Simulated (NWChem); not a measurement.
Basis-set convergence for Cl₂Ge

```xyz
3

Ge     0.0000     0.0000    -0.7233
Cl    -1.7089     0.0000     0.6808
Cl     1.7089     0.0000     0.6808
```
Charge 0, spin multiplicity 1.

Everything below was run with NWChem. The geometry was optimised at B3LYP/def2-SVP, a minimum by its harmonic frequencies.

Quantity: dipole moment at the level PBE0.

The Hamiltonian is non-relativistic. The Pople sets run with spherical d functions. The structure started from a generated list of species.

```csv
basis,functions,dipole moment (D)
3-21G,48,…
cc-pVDZ,63,2.28
pcseg-1,63,…
6-311G**,96,…
cc-pVTZ,111,2.13
pcseg-2,111,2.26
def2-TZVP,122,2.17
def2-TZVPP,132,2.16
def2-TZVPD,146,2.13
def2-QZVP,215,2.13
```

### Question
Complete the blanks.

### Answer

- 3-21G, dipole moment (D): 3.03
- pcseg-1, dipole moment (D): 2.34
- 6-311G**, dipole moment (D): 2.50
